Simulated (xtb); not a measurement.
CH3ClSi, SMILES C[Si]Cl (connectivity only; charge and spin as stated), neutral, multiplicity 1. All values are semi-empirical tight-binding results from xtb (GFN2-xTB unless named), good for trends rather than for accurate numbers. The structure is a stationary point at GFN2-xTB.

Optimised geometry:

```xyz
6

Si     0.2518     0.1653     0.8848
Cl    -0.9150    -0.8487    -0.5209
C      1.2677     1.2704    -0.3087
H      1.9789     1.8970     0.2259
H      0.6152     1.9277    -0.8843
H      1.8290     0.6660    -1.0218
```

point group as xtb finds it: Cs
orbital gap: 2.49 eV
dipole moment: 1.61 D
zero-point energy: 23.2 kcal/mol
G − E(el) at 298.15 K (modified RRHO): 5.5 kcal/mol
static polarisability (D4 model): 59.5 bohr³
solvation energy, GFN2-xTB/ALPB(water): -0.6 kcal/mol
solvation energy, GFN2-xTB/ALPB(dmf): -2.0 kcal/mol

### Question
Give the atomic charges and the Wiberg bond orders between heavy atoms. (Estimate from the structure and the level; the computed values follow.)

### Answer
charges (e) Si1 0.42, Cl2 -0.33, C3 -0.20, H4 0.02, H5 0.04, H6 0.04. Bond orders Si1–Cl2 1.08, Si1–C3 1.01.
